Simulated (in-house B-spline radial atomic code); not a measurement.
## Al: [Ne] 3s2 3p1

Level of theory: Dirac-Kohn-Sham wB97X, spherical fractional occupations, Fermi nucleus of rms radius 3.061 fm; calculated with an all-electron radial atomic-structure program (B-spline basis).

Z_r = [3n² - l(l+1)]/(2<r>); Z_e = n√(-2ε); the last column is Slater's effective charge. Values are occupation-weighted means over j.

| shell | electrons | ε (eV) | <r> (bohr) | Z_r | Z_e | Slater |
| --- | --- | --- | --- | --- | --- | --- |
| 1s | 2 | -1530 | 0.1201 | 12.49 | 10.60 | 12.70 |
| 2s | 2 | -117.27 | 0.6242 | 9.61 | 5.87 | 8.85 |
| 2p | 6 | -77.281 | 0.6029 | 8.29 | 4.77 | 8.85 |
| 3s | 2 | -11.533 | 2.526 | 5.34 | 2.76 | 3.50 |
| 3p | 1 | -1.3444 | 4.039 | 3.09 | 0.94 | 3.50 |

The least bound orbital is 3p3/2 at -1.34 eV, and it is also the most diffuse (<r> = 4.044 bohr).

Spin-orbit splittings of the orbital energies (j = l + 1/2 above j = l - 1/2 when positive): 2p 0.4472 eV, 3p 0.01332 eV.

For the 1s electron the small component carries 0.211 % of the norm, the zero-frequency Breit interaction raises the level by 0.8834 eV, self-energy by 0.3694 eV, and vacuum polarisation lowers it by 0.02217 eV.

Caution: exact exchange at fractional occupations of open shells leaves self-interaction of up to several eV.
